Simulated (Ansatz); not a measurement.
Geometry optimisation, Ansatz 0.2.0, UKS PBE-D4/cc-pVDZ.

Input file:

```yaml
crystal:
  periodic: [false, false, false]
  atoms:
    - { symbol: Si, position_ang: [0.091277, -0.00806, -0.200681] }
    - { symbol: H, position_ang: [0.068806, 0.178902, 2.446474] }
    - { symbol: O, position_ang: [1.560859, -0.030804, -1.024695] }
    - { symbol: H, position_ang: [2.060632, -0.855485, -0.854242] }
    - { symbol: F, position_ang: [-0.753186, 1.251937, -0.864202] }
    - { symbol: O, position_ang: [-0.680189, -1.496676, -0.424334] }
    - { symbol: H, position_ang: [-1.407495, -1.639927, 0.215344] }
    - { symbol: Cl, position_ang: [-0.242004, -0.261987, 3.684835] }
magnetization:
  spin_polarized: true
  initial_magnetization: 1
basis:
  gaussian: { orbitals: cc-pVDZ }
hamiltonian:
  xc: pbe
  dispersion: d4
relax:
  f_tol: 0.03
  max_steps: 50
```

Run as:

```bash
$ ansatz run input.yaml --threads 4 --pin off --max-ram 5120MiB --backend cpu --events-out ev --progress --plain --runs-dir out
```

Question: Where does it end, and by what steps?

Answer: It converged. After 6 steps the energy has fallen by 0.101 eV; H2 moved furthest, 0.57 Å.

```tsv
step	energy less start (eV)	largest force component (eV/Å)	accepted
0	0.0000	0.654	yes
1	-0.0541	0.127	yes
2	-0.0788	0.525	yes
3	-0.0860	0.443	yes
4	-0.0961	0.163	yes
5	-0.1000	0.063	yes
6	-0.1013	0.025	yes
```

```xyz
8
Properties=species:S:1:pos:R:3
Si 0.111 -0.015 -0.025
H 0.095 0.082 1.886
O 1.549 -0.014 -0.888
H 2.056 -0.844 -0.782
F -0.736 1.294 -0.569
O -0.691 -1.473 -0.266
H -1.376 -1.653 0.411
Cl -0.309 -0.240 3.212
```

Whether the end is a true minimum wasn't checked by a vibrational analysis.

Run time: 5.5 s on 4 threads of Intel(R) Xeon(R) 6975P-C (Granite Rapids) (shared host), peak memory 0.2 GiB.
